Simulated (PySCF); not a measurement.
## C₆ coefficients of unlike pairs at PBE

Calculated with PySCF 2.14 from the dipole response of each species, C₆(A,B) = (3/π) ∫ α_A(iu) α_B(iu) du, in atomic units, from isotropic polarisabilities. For ions this is the dispersion term alone; charge-induced terms of lower order in 1/R come first.

```tsv
species	configuration	basis	relativity	α (bohr³)	C₆ (like pair)
S(2+)	[Ne] 3s2 3p2 (3P)	aug-cc-pVQZ-DK (7s6p4d3f2g)	spin-free X2C	7.243	26.19
In+	[Kr] 4d10 5s2 (1S)	aug-cc-pVTZ-DK3 (8s7p5d2f)	spin-free X2C	23.73	155.0
C	[He] 2s2 2p2 (3P)	aug-cc-pwCVQZ (9s8p6d4f2g)	none	13.47	54.78
Ar	[Ar] (1S)	aug-cc-pVQZ-DK (7s6p4d3f2g)	spin-free X2C	11.82	69.78
```

(1) Estimate C₆ for In+ with S(2+).

No spin-orbit coupling is included.

The other pairs:

| pair | C₆ |
| --- | --- |
| Ar, C | 60.34 |
| Ar, S(2+) | 42.73 |
| Ar, In+ | 100.9 |
| C, S(2+) | 37.05 |
| C, In+ | 92.01 |

Answers

(1) The integral gives 61.93. The combination rule 2 C_A C_B / (C_A α_B/α_A + C_B α_A/α_B) gives 60.99 and the geometric mean 63.71.
